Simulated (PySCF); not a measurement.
**Spin-rotation constants: `InChI=1S/C4H6FGeN/c5-6-7-3-1-2-4-7/h1-4H,6H2`**

Geometry (Å), atoms numbered from 1 in this order:
```xyz
13

F     2.691   -0.733   -1.295
Ge    2.097   -0.130    0.229
N     0.284   -0.005    0.066
C    -0.630   -0.985    0.367
C    -1.886   -0.519    0.123
C    -1.751    0.807   -0.349
C    -0.420    1.091   -0.371
H     2.709    1.230    0.327
H     2.461   -1.210    1.197
H    -0.300   -1.942    0.728
H    -2.805   -1.053    0.262
H    -2.551    1.464   -0.633
H     0.097    1.985   -0.669
```

Computed with GIAO PBE/pcSseg-1 magnetisability, rotational g tensor and spin-rotation constants, non-relativistic, gas phase (PySCF 2.14.0). Geometry: GFN2-xTB.

The calculation is non-relativistic, which matters for the atoms heavier than Zn.

Problem. Give the nuclear spin-rotation constants along the inertial axes (H = +C I·J) beside the isotropic shieldings.

Solution. Rotational constants 5.1432, 1.0565, 1.0218 GHz. A star marks the isotopologue with that one atom substituted, in its own axes.
```csv
atom,isotope,Caa (kHz),Cbb (kHz),Ccc (kHz),mean (kHz),σ (ppm)
F1,19F,1.337,1.181,0.854,1.124,343.5
N3,14N,0.762,0.146,0.052,0.320,69.2
H8,1H,-0.354,0.015,-0.073,-0.137,25.6
H9,1H,-0.354,0.015,-0.072,-0.137,25.6
H10,1H,-0.362,0.079,-0.112,-0.132,24.8
H11,1H,0.172,-0.032,-0.109,0.011,25.0
H12,1H,0.172,-0.032,-0.109,0.011,25.0
H13,1H,-0.362,0.079,-0.112,-0.132,24.8
Ge2,73Ge*,-1.685,-0.333,-0.316,-0.778,1267.2
C4,13C*,1.621,0.457,0.182,0.753,58.6
C5,13C*,1.925,0.396,0.142,0.821,66.8
```
For the geometry as given, no vibrational averaging.

Problem. How do the rotational constants and the g tensor change when H8, H9, H10, H11, H12, H13 are replaced by deuterium?

Solution. Constants 4.3597, 0.9834, 0.9287 GHz; g -0.0678, -0.0168, 0.0075, against -0.0792, -0.0180, 0.0080 before.
